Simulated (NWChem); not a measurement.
# silicon monosulfide (SiS, singlet); SMILES [Si]=S

Program: NWChem. Pople sets run with spherical d functions. Low-valent species are run as closed-shell singlets; no triplet was tried in these runs. All runs use the structure optimised with PBE0/def2-SVP. Level TPSS/6-31G*: single points from the atomic guess with DIIS by default; each run changes one setting, and all converged runs end within 0.3 mHa of each other.

**Question.** Which setting needs the most SCF iterations, or fails (defaults; no DIIS, 40 % damping; DIIS on 20 Fock matrices; no level shifting; DIIS on 3 Fock matrices)?

**Answer.** no DIIS, 40 % damping, which doesn't converge.
```csv
setting,SCF iterations
defaults,7
DIIS on 20 Fock matrices,7
no level shifting,7
DIIS on 3 Fock matrices,8
"no DIIS, 40 % damping",not converged in 200
```
